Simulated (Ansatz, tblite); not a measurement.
Forces on the cluster RuBr3 at its r2SCAN-D4/def2-SVP geometry. Charge 0, multiplicity 2.

In the def2 sets Ru takes a core potential; there is no spin–orbit coupling. The xTB rows come from tblite. At ωB97M-V/def2-TZVP the charge 0 doublet is spin-contaminated (final ⟨S²⟩ up to 0.92, 0.75 for a pure state). The order of the spin states hangs on the level: the quartet lies 0.50 eV below the doublet at PBE0-D4/def2-TZVP, but 0.75 eV above it at GFN1-xTB. The structure comes from a short search, and lower isomers may exist.

GFN1-xTB (tblite), largest force 0.35 eV/Å:

```xyz
4
positions Å, forces eV/Å
Ru    0.144    0.021   -0.136   -0.253   -0.038    0.239
Br   -1.497   -0.786   -1.608    0.196    0.072    0.047
Br    1.290   -1.509    1.226   -0.018    0.127   -0.170
Br    0.063    2.274    0.518    0.076   -0.162   -0.116
```

GFN2-xTB (tblite), largest force 0.93 eV/Å:

```
Ru -0.455 -0.067 0.430
Br 0.713 0.324 0.497
Br -0.367 0.604 -0.601
Br 0.109 -0.861 -0.327
```

ωB97M-V/def2-TZVP (Ansatz), largest force 0.53 eV/Å:

```
Ru 0.005 0.001 -0.004
Br 0.330 0.178 0.380
Br -0.308 0.343 -0.269
Br -0.027 -0.523 -0.107
```
